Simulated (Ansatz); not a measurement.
Mulliken charges of `[NH2][SnH2][F]` from ωB97M-V/def2-TZVPP in Ansatz (PBE0-D4/def2-TZVP geometry).

```json
{"atom": "N1", "x (Å)": "-0.578", "y (Å)": "-0.195", "z (Å)": "-1.138", "charge (e)": "-0.500"}
{"atom": "Sn2", "x (Å)": "0.381", "y (Å)": "0.382", "z (Å)": "0.523", "charge (e)": "0.943"}
{"atom": "F3", "x (Å)": "0.367", "y (Å)": "-1.070", "z (Å)": "1.800", "charge (e)": "-0.505"}
{"atom": "H4", "x (Å)": "-0.147", "y (Å)": "-0.965", "z (Å)": "-1.630", "charge (e)": "0.117"}
{"atom": "H5", "x (Å)": "-1.558", "y (Å)": "-0.407", "z (Å)": "-1.009", "charge (e)": "0.117"}
{"atom": "H6", "x (Å)": "-0.489", "y (Å)": "1.627", "z (Å)": "1.280", "charge (e)": "-0.086"}
{"atom": "H7", "x (Å)": "2.024", "y (Å)": "0.629", "z (Å)": "0.174", "charge (e)": "-0.086"}
```

By hand: the dipole of these point charges (1 e Å = 4.8032 D).

Σ q r = (0.131, 0.644, -0.281) e Å, of length 0.715 e Å = 3.43 D.

How does the dipole of the full density compare? (Estimate.)

Ansatz gave: (-0.044, 0.238, -0.316) e Å, 1.91 D; the point charges give 1.80 times that, at 34° from its direction.

Point charges leave out the atoms' own dipoles, such as those of lone pairs, and Mulliken's split depends on the basis, so the two needn't agree.
